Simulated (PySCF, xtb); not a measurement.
B(H)(SH)2 (BH3S2), SMILES SBS.

GFN2-xTB (xtb) at its own geometry gives an orbital gap of 3.88 eV and a dipole moment of 3.02 D.

Geometry optimised at PBE-D3(BJ)/def2-TZVP. The values are those of a single conformer.

Question: What does M06-2X/def2-TZVPD (PySCF) give? (Estimate from the structure and the level; the computed values follow.)

Answer: gap 8.43 eV (levels -8.63 and -0.21 eV), dipole 1.49 D.
